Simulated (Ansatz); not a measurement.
Ansatz (a first-principles code) input file for C2H9FSi3, SMILES F[Si@H]1C[SiH2]C[SiH2]1, PBE/def2-SVPD. Geometry optimised at B3LYP-D3(BJ)/def2-SVP. The structure was generated by enumeration; whether it is a known compound was not checked. One conformer was computed; it need not be the lowest.

Ansatz 0.2 input:
```yaml
crystal:
  periodic: [false, false, false]
  atoms:
    - {symbol: F, position_ang: [1.66422081, 1.58591515, 0.84040785]}
    - {symbol: Si, position_ang: [1.08868737, 0.76377162, -0.45652672]}
    - {symbol: C, position_ang: [1.21214413, -1.08549146, -0.10374962]}
    - {symbol: Si, position_ang: [-0.38705080, -1.65042918, 0.74897003]}
    - {symbol: C, position_ang: [-1.77608741, -0.78770835, -0.21537632]}
    - {symbol: Si, position_ang: [-1.26015594, 1.01247574, -0.58203247]}
    - {symbol: H, position_ang: [1.90856202, 1.18453014, -1.62863096]}
    - {symbol: H, position_ang: [1.29274950, -1.61148465, -1.07322629]}
    - {symbol: H, position_ang: [2.11839201, -1.32697228, 0.47592526]}
    - {symbol: H, position_ang: [-0.53662943, -3.13598549, 0.74439786]}
    - {symbol: H, position_ang: [-0.39015970, -1.17535239, 2.16449415]}
    - {symbol: H, position_ang: [-1.90050681, -1.31294368, -1.17914022]}
    - {symbol: H, position_ang: [-2.74352955, -0.84043787, 0.30922908]}
    - {symbol: H, position_ang: [-1.74239525, 1.93276484, 0.48972701]}
    - {symbol: H, position_ang: [-1.78153921, 1.49038913, -1.89744238]}
basis:
  gaussian:
    orbitals: def2-SVPD
hamiltonian:
  xc: {name: PBE}
```

Output:

```
WARN ansatz: RAYON_NUM_THREADS=2 ignored (pool sized by the plan → 2); use --threads N
Functional definition: PBE
integrals: 0.18 GiB planned
1783 factors; their error is unknown
mean field: 1.13 GiB planned
mean field evaluation 1: about -28529.6357 eV, gradient 7.9e1 eV
mean field evaluation 2: about -28497.8462 eV, gradient 1.3e2 eV
mean field evaluation 4: about -28543.7780 eV, gradient 9.8e0 eV
mean field evaluation 8: about -28543.9748 eV, gradient 1.6e-1 eV
mean field evaluation 16: about -28543.9183 eV, gradient 3.1e-4 eV
mean field -28543.91832532 eV, -1048.9696506929 hartree, gradient 2.4e-5 eV, S^2 0.000000; 0 other end points of the search recorded, 0 dependent functions left out
reference -28543.91838283 eV, -1048.9696528064 hartree; 36, 36 occupied and 171, 171 virtual orbitals, 1783 factors
Total energy: -28543.91838283 eV, -1048.9696528064 hartree
```

The calculation finished and met its thresholds.
